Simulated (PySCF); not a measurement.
## Electron correlation in Zr⁺ (zirconium, charge +1)

[Kr] 4d1 5s1 5p1, one real determinant (an excited configuration). Computed with PySCF 2.14 in ANO-RCC-VTZP, with scalar relativity by spin-free X2C-1e. Frozen: [Ar] 3d10; 11 electrons correlated.

```
  level  correlation energy (mhartree)
   CCSD                        -278.46
    (T)                          -9.28
CCSD(T)                        -287.74
```

Diagnostics: T1 = 0.055, D1 = 0.2515, largest double amplitude 0.146.

The real determinant used has ⟨L²⟩ near 8 against 12 for a pure F term, so it mixes terms. T1 exceeds 0.03, a sign that the reference determinant is poor.

Cost of the coupled-cluster step: about 15 core-seconds, for 11 correlated electrons.

The basis was made for the ground configuration and has no added diffuse functions, which can raise the energy of the promoted electron.

The reference is one real determinant that mixes LS terms of this configuration.
